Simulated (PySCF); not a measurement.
Mapped SMILES: `[CH:1]#[C:2][CH:3]=[C:4]=[CH:5][C:6]([NH2:7])=[O:8]`. Hydrogens are named by the atom that carries them. Ha(N7) is cis to the C=O or C=S heteroatom; Hb(N7) is trans to the C=O or C=S heteroatom.

Geometry: GFN2-xTB; GIAO absolute shieldings from PySCF, gas phase, non-relativistic, averaged over equivalent atoms.

At wB97X/pcSseg-1 (161 basis functions, 20 s wall time on 1 thread of an Arm Neoverse V1, shared host):
| atoms | σ (ppm) |
| --- | --- |
| C4 | -42.3 |
| C6 | 23.3 |
| C5 | 90.8 |
| C1 | 96.8 |
| C3 | 104.8 |
| C2 | 112.8 |
| N7 | 160.7 |
| O8 | -94.7 |
| H(C5) | 26.06 |
| H(C3) | 26.09 |
| Hb(N7) | 26.42 |
| Ha(N7) | 27.17 |
| H(C1) | 29.10 |

Predict the values at PBE0/pcSseg-1 on the same geometry.

Results:


| atoms | σ at PBE0/pcSseg-1 | change |
| --- | --- | --- |
| C4 | -47.4 | -5.1 |
| C6 | 23.9 | +0.6 |
| C5 | 89.5 | -1.3 |
| C1 | 93.7 | -3.1 |
| C3 | 102.8 | -2.0 |
| C2 | 109.6 | -3.2 |
| N7 | 155.3 | -5.4 |
| O8 | -111.2 | -16.5 |
| H(C5) | 25.87 | -0.19 |
| H(C3) | 25.81 | -0.28 |
| Hb(N7) | 26.21 | -0.21 |
| Ha(N7) | 27.07 | -0.10 |
| H(C1) | 28.91 | -0.19 |

The largest change is at O8 (amide-type carbonyl oxygen). Cost: 161 basis functions, 24 s wall time on 1 thread of an Arm Neoverse V1, shared host. The order of the carbon signals is the same at both levels.

The C=O carbon of an acid or of an amide with N–H lies up to 10 ppm further downfield in solution, through hydrogen bonding that the calculation lacks.
